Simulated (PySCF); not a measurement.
C4H12NSi2: g tensor and hyperfine couplings

Compound: C4H12NSi2 (doublet state).
Structure used (GFN2-xTB), in Å, numbered top down from 1:
```
atom  x, y, z in Å
C1     2.186   -1.333    0.808
Si2    1.039    0.044    1.435
N3    -0.081    0.518    0.178
Si4    0.427    1.370   -1.252
C5    -1.452    0.165    0.317
C6    -2.486    0.641   -0.585
C7    -2.159   -0.784   -0.667
H8     2.745   -1.009   -0.066
H9     1.629   -2.224    0.529
H10    2.902   -1.617    1.572
H11    0.226   -0.435    2.557
H12    1.811    1.225    1.833
H13    1.886    1.395   -1.197
H14   -0.104    2.737   -1.246
H15   -0.014    0.659   -2.456
H16   -1.722   -0.017    1.352
H17   -2.391    1.356   -1.378
H18   -1.645   -1.167   -1.542
H19   -2.805   -1.515   -0.200
```

The hyperfine couplings belong to this conformer and change with its torsions.

Identity: `C[SiH2]N([SiH3])[C@H]1[CH]C1` [radical].

Method used: PySCF 2.14.0, UKS B3LYP, pcH-1 on C H N Si, non-relativistic, mean-field spin-orbit, GIAO. Isolated species at its GFN2-xTB geometry (one conformer only). The geometry wasn't refined by DFT: couplings that depend on bond lengths, twists or pyramidal angles can differ widely from those at the functional's own minimum. No stability test was run, so a lower SCF solution isn't excluded.

| Property | Result |
| --- | --- |
| g1, g2, g3 | 2.00229, 2.00289, 2.00337 |
| g_iso | 2.00285 |
| Form of g | rhombic: the two nearest values differ by 45 % of g3 − g1 |
| ⟨S²⟩ | 0.7534 (exact 0.7500) |
| α and β electrons | 36, 35 |
| HOMO–LUMO gap, α and β orbitals | 6.07, 4.14 eV |

Hyperfine couplings atom by atom, in MHz; T1 to T3 are the principal values of the dipolar part; ρ(0) is the spin density at the nucleus:

```tsv
atom	isotope	a_iso	of which spin–orbit	T1	T2	T3	Mulliken spin population	ρ(0) (bohr⁻³)
C1	13C	1.3	0.0	-0.3	-0.2	0.6	0.00	0.0012
Si2	29Si	-0.5	0.0	-2.2	0.9	1.3	0.00	0.0006
N3	14N	8.0	0.0	-2.1	-2.0	4.1	0.03	0.0246
Si4	29Si	1.3	0.0	-0.8	0.1	0.7	0.00	-0.0014
C5	13C	-14.0	0.0	-5.6	-0.8	6.4	-0.02	-0.0125
C6	13C	282.5	-0.1	-69.0	-67.1	136.1	0.90	0.2514
C7	13C	-19.9	0.0	-9.5	-4.4	13.9	0.02	-0.0177
H8	1H	0.3	0.0	-0.6	-0.4	1.0	0.00	0.0001
H9	1H	-0.1	0.0	-0.7	-0.5	1.2	0.00	0.0000
H10	1H	1.6	0.0	-0.4	-0.3	0.8	0.00	0.0004
H11	1H	0.1	0.0	-1.2	-0.9	2.1	0.00	0.0000
H12	1H	-1.1	0.0	-0.8	-0.6	1.4	0.00	-0.0002
H13	1H	0.0	0.0	-0.9	-0.7	1.7	0.00	0.0000
H14	1H	-2.2	0.0	-1.9	-1.7	3.6	0.00	-0.0005
H15	1H	9.0	0.0	-2.1	-1.9	4.0	0.00	0.0020
H16	1H	77.9	0.0	-6.7	-3.3	10.0	0.03	0.0174
H17	1H	-22.9	0.0	-31.5	-3.5	35.0	-0.03	-0.0051
H18	1H	44.0	0.0	-6.9	-2.0	8.9	0.02	0.0098
H19	1H	93.3	0.0	-6.9	-4.3	11.1	0.04	0.0209
```

The largest Mulliken spin population is on C6 (+0.90). The angles at C6 add up to 317.6°, so it is pyramidal.

Axes: g3 points within 11° of the C6–H17 bond.

Under fast tumbling the dipolar parts average out, and these isotropic splittings remain (the largest six): 1 × 1H (H19, I = 1/2, 2 lines) with 3.33 mT, 1 × 1H (H16, I = 1/2, 2 lines) with 2.78 mT, 1 × 1H (H18, I = 1/2, 2 lines) with 1.57 mT, 1 × 1H (H17, I = 1/2, 2 lines) with 0.82 mT, 1 × 14N (N3, I = 1, 3 lines) with 0.28 mT and 3 × 1H (H13/H14/H15, I = 1/2, 4 lines) with 0.08 mT.

Means are taken over nuclei equivalent by connectivity, which assumes that they swap fast. The three 1H nuclei of mean +2.3 MHz run from -2.2 to 9.0 MHz in the frozen geometry.

The 13C coupling of C6 (282.5 MHz) shows only in satellite lines or after enrichment, since that isotope makes up about 1.07 % of natural carbon.

The run took 2.0 min of wall time (grids of density and orbitals included) on one thread of an Arm Neoverse V1, no GPU, on a shared host, and the process peaked at 1.1 GiB of memory.
